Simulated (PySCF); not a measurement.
Cartesian coordinates (Å):
```xyz
6

Cd     0.0087     0.0399     0.0231
C      2.0394    -0.2401     0.5279
H      2.5932    -0.6047    -0.3580
H      2.1180    -0.9840     1.3434
H      2.4725     0.7214     0.8633
Br    -2.3422     0.3642    -0.5614
```
Charge 0, spin multiplicity 1.

Problem. What is the computed HOMO–LUMO gap, charge on the central atom (Mulliken) and HOMO (PBE-D3(BJ)/def2-TZVP // PBE-D3(BJ)/def2-SVP (PySCF 2.14.0))?

Solution. 
- HOMO–LUMO gap: 4.80 eV
- charge on the central atom (Mulliken): 0.59 e
- HOMO: -6.63 eV
